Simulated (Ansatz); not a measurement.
Geometry optimisation, RKS LDA/def2-SVP in Ansatz.

input.yaml

```yaml
crystal:
  periodic: [false, false, false]
  atoms:
    - { symbol: B, position_ang: [-0.6046, 1.4011, -0.5839] }
    - { symbol: Ge, position_ang: [0.1951, -0.3753, -0.4006] }
    - { symbol: "N", position_ang: [0.0674, -0.9146, 1.3668] }
    - { symbol: Cl, position_ang: [-0.7762, -1.7856, -1.6519] }
    - { symbol: H, position_ang: [-0.6926, 1.9596, -1.6725] }
    - { symbol: H, position_ang: [-1.1124, 2.0029, 0.347] }
    - { symbol: H, position_ang: [1.7111, -0.2947, -0.8319] }
    - { symbol: H, position_ang: [0.6281, -1.8198, 1.4338] }
    - { symbol: H, position_ang: [0.6726, -0.2199, 1.9762] }
basis:
  gaussian: { orbitals: def2-SVP }
hamiltonian:
  xc: lda
relax:
  f_tol: 0.02
  max_steps: 50
```

Launched with:

```bash
$ ansatz run input.yaml --threads 2 --pin off --max-ram 3072MiB --backend cpu --events-out ev --progress --plain --runs-dir out
```

**Question.** Where does it end, and by what steps?

**Answer.** It converged. After 22 steps the energy has fallen by 1.264 eV; Cl4 moved furthest, 1.37 Å. Joined: B1–Cl4.

```tsv
step	energy less start (eV)	largest force component (eV/Å)	accepted
0	0.0000	2.000	yes
1	-0.1978	1.242	yes
2	-0.2686	0.898	yes
3	-0.2979	0.944	yes
4	-0.3247	1.750	yes
5	-0.3875	0.407	yes
6	-0.3976	1.237	yes
7	-0.4660	0.943	yes
8	-0.5255	0.447	yes
9	-0.5522	0.576	yes
10	-0.6170	0.570	yes
11	-0.7158	0.589	yes
12	-0.8394	0.766	yes
13	-0.9701	1.072	yes
14	-1.1308	0.864	yes
15	-1.2103	0.595	yes
16	-1.2426	0.353	yes
17	-1.2583	0.131	yes
18	-1.2591	0.153	yes
19	-1.2627	0.067	yes
20	-1.2636	0.025	yes
21	-1.2636	0.053	yes
22	-1.2638	0.011	yes
```

```xyz
9
Properties=species:S:1:pos:R:3
B -0.807 1.135 -0.838
Ge 0.695 -0.037 -0.168
N 0.674 -0.853 1.415
Cl -1.363 -0.549 -1.580
H -0.485 1.932 -1.700
H -1.529 1.486 0.080
H 1.737 -0.853 -0.978
H 1.137 -1.747 1.598
H 0.028 -0.560 2.154
```

Whether the end is a true minimum wasn't checked by a vibrational analysis.

Run time: 12 s on 2 threads of AMD EPYC 9B45 (Zen 5) (shared host), peak memory 0.16 GiB.
